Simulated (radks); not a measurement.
Values are calculated unless marked as measured or tabulated.
Valence configurations of Ta III (all share [Xe]). Level of theory: Dirac Kohn-Sham, LDA (Slater exchange, Perdew-Wang correlation), spin-unpolarised, spherical densities, point nucleus; open shells are shared between the two j in proportion to 2j + 1 (a radial shooting solver on a logarithmic mesh with Libxc functionals). Energies are relative to 4f14 5d3; eigenvalues in eV.

valence           E (eV)  e(4f5/2)  e(4f7/2)  e(5d3/2)  e(5d5/2)  e(6p1/2)
4f14 5d3           0.000   -41.663   -39.676   -19.049   -18.343         -
4f14 5d2 6s1       0.233   -44.594   -42.605   -21.027   -20.266         -
4f14 5d2.5 6p0.5   3.091   -43.819   -41.832   -20.616   -19.874   -14.366
4f14 5d2 6p1       6.543   -46.018   -44.030   -22.192   -21.411   -15.175
4f13.5 5d3.5      11.830   -46.018   -43.988   -19.869   -19.111         -
4f13.5 5d3 6p0.5  15.227   -48.216   -46.185   -21.473   -20.678   -14.580
4f13 5d4          25.468   -50.507   -48.433   -20.675   -19.864         -
4f13 5d3 6s1      26.711   -53.612   -51.536   -22.783   -21.912         -
4f13 5d3 6p1      33.276   -55.024   -52.948   -23.966   -23.077   -15.596
4f13 5d2.5 6p1.5  37.819   -57.344   -55.266   -25.626   -24.696   -16.368

NIST lists [Xe] 4f14 5d3 as the ground configuration; this level of theory agrees among the configurations tried. The energies are those of spherical spin-averaged densities, not of single terms.
